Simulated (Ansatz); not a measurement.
Cost and result for the atomization energy of ClH₂OSn, SMILES `[OH][SnH][Cl]` radical (5 atoms, 4 bonds).

Total charge 0; spin multiplicity 2. Correlated methods include outer-core shells of Sn, which these sets cover unevenly. Sn takes the def2 core potential. All single points use the PBE0-D4/def2-TZVP geometry. It is one conformer, not always the lowest. Program: Ansatz. All runs use 2 threads of a server CPU on a shared host. Times are those of one run each, without the atoms' runs, and a repeat can differ threefold. Electronic energies, without spin–orbit coupling; frozen cores. CCSD(T)/CBS adds CCSD(T) − MP2 in def2-TZVPP to the MP2 limit, and its time is that of the two runs behind it. T1 = 0.017; ⟨S²⟩ of the reference is 0.76. With those shells the extrapolation isn't a true limit. HSE06 is the plane-wave form, built on full-range PBE exchange.

CCSD(T)/CBS is a level of theory with its own doubt, some kJ/mol a heavy atom from the limit and from the frozen cores, so smaller differences don't rank the functionals.

| level | functions | wall time |
| --- | --- | --- |
| revPBE-D4/def2-TZVPP | 151 | 2.7 s |
| BLYP-D4/def2-TZVPP | 151 | 3 s |
| PBE-D4/def2-TZVPP (with forces) | 151 | 3.4 s |
| PBE0-D4/def2-TZVPP | 151 | 3.7 s |
| BHLYP-D4/def2-TZVPP | 151 | 4.3 s |
| HSE06-D4/def2-TZVPP | 151 | 4.4 s |
| CAM-B3LYP-D4/def2-TZVPP | 151 | 5.5 s |
| r2SCAN-D4/def2-TZVPP (with forces) | 151 | 6.5 s |
| r2SCANh-D4/def2-TZVPP | 151 | 6.5 s |
| CCSD(T)/def2-SVP | 68 | 6.5 s |
| MP2/def2-QZVPP | 269 | 15 s |
| CCSD(T)/def2-TZVPP | 151 | 110 s |
| CCSD(T)/CBS(def2) | – | 2.1 min |

(1) What atomization energy does each give, and how far from CCSD(T)/CBS? (Estimate.)

Results:

(1) Ansatz gave: 
```csv
level,atomization (kJ/mol),difference from CCSD(T)/CBS,per bond
revPBE-D4/def2-TZVPP,1340.1,-27.5,-6.9
BLYP-D4/def2-TZVPP,1359.4,-8.2,-2.0
PBE-D4/def2-TZVPP (with forces),1386.7,19.1,4.8
PBE0-D4/def2-TZVPP,1336.3,-31.3,-7.8
BHLYP-D4/def2-TZVPP,1278.4,-89.2,-22.3
HSE06-D4/def2-TZVPP,1337.2,-30.4,-7.6
CAM-B3LYP-D4/def2-TZVPP,1348.4,-19.2,-4.8
r2SCAN-D4/def2-TZVPP (with forces),1369.4,1.8,0.5
r2SCANh-D4/def2-TZVPP,1349.5,-18.1,-4.5
CCSD(T)/def2-SVP,1202.0,-165.6,-41.4
MP2/def2-QZVPP,1368.0,0.4,0.1
CCSD(T)/def2-TZVPP,1308.2,-59.4,-14.8
CCSD(T)/CBS(def2),1367.6,0.0,0.0
```

In def2-TZVPP, CCSD(T) changes the Hartree–Fock value by +426.7 kJ/mol (the triples alone add +32.0 kJ/mol) and MP2 by +450.2 kJ/mol; breaking electron pairs costs correlation energy, which Hartree–Fock lacks. From r2SCAN to r2SCAN0 (25 % exact exchange), in def2-TZVPP and without D4, the atomization energy moves by −48.6 kJ/mol: exact exchange takes away binding that semilocal exchange gives to molecules. The D4 term adds +16.5 kJ/mol with B3LYP and +8.5 kJ/mol with PBE0; it sums over pairs of atoms, weighted by their polarisabilities, and B3LYP, whose exchange is more repulsive, gets the larger term.

B3LYP here is the variant with VWN-RPA as its local correlation; programs differ in this.

Spin–orbit coupling would lower the free Sn atoms strongly, and the atomization energy with them, by more than many differences here. For some Ge, Se and Sn compounds the MP2-based and the directly extrapolated limit differ by 10 to 25 kJ/mol.
